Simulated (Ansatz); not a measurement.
CH$_{6}$N$_{2}$SiZn (`[NH2][Zn][N]1C[SiH2]1`). The species carries charge 0 and has multiplicity 1.

| atom | x (Å) | y (Å) | z (Å) |
| --- | --- | --- | --- |
| N1 | -0.616 | 3.079 | -0.539 |
| Zn2 | -0.341 | 1.315 | -0.230 |
| N3 | 0.034 | -0.418 | 0.072 |
| C4 | 1.292 | -1.207 | 0.209 |
| Si5 | -0.322 | -2.051 | 0.360 |
| H6 | -1.055 | 3.332 | -1.412 |
| H7 | -1.052 | 3.614 | 0.199 |
| H8 | 1.898 | -0.999 | 1.092 |
| H9 | 1.895 | -1.313 | -0.694 |
| H10 | -0.865 | -2.464 | 1.678 |
| H11 | -0.869 | -2.889 | -0.735 |

What are the harmonic wavenumbers in cm⁻¹ at PBE0-D4/def2-TZVP (Ansatz, finite differences of forces, unscaled)? (An estimate is asked.)

The calculation gave: 45, 85, 130, 157, 227, 351, 412, 497, 638, 658, 688, 744, 762, 811, 826, 983, 1083, 1096, 1167, 1471, 1564, 2228, 2233, 3063, 3129, 3567, 3659.

Is this a minimum?

Yes, all 27 modes are real.

Give the ideal-gas thermochemistry at 298.15 K and 1 bar (rigid rotor, harmonic oscillator; point group Cs, symmetry number 1).

Zero-point energy 193.0 kJ/mol; H(298) − E = 216.5 kJ/mol; entropy 373.9 J/(mol·K), of which translation 170.4, rotation 114.7, vibration 88.8; G(298) − E = 105.0 kJ/mol. Modes under 100 cm⁻¹ are hindered rotations or soft bends, so the harmonic entropy is rough.

Rotational constants (cm⁻¹)?

0.4132, 0.03887, 0.03646.
